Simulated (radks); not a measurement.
The numbers below are computed, except where a source is named.
Question: The mean radii <r> (bohr) of the occupied orbitals of an atom or ion are listed with their occupations. Code: a radial shooting solver on a logarithmic mesh with Libxc functionals. Model: non-relativistic Kohn-Sham, TPSS, spin-polarised, spherical densities, point nucleus; meta-GGA in the generalised Kohn-Sham scheme.

orbital  occ.      <r>
1s up       1  0.02104
1s down     1  0.02104
2s up       1  0.08890
2s down     1  0.08890
2p up       3  0.07525
2p down     3  0.07525
3s up       1   0.2230
3s down     1   0.2230
3p up       3   0.2129
3p down     3   0.2128
3d up       5   0.1865
3d down     5   0.1865
4s up       1   0.4428
4s down     1   0.4431
4p up       3   0.4399
4p down     1   0.4402

Name the element and its charge. Open shells, if any, are filled with parallel spins first.

Answer: Z = 72, hafnium, charge +38: Hf38+ in [Ar] 3d10 4s2 4p4. The 1s radius gives Z: for a bare nucleus <r> = 1.5/Z, 0.02083 bohr for Z = 72, and screening makes it slightly larger (0.02104 here). The occupations add up to 34, and the charge is Z minus that.
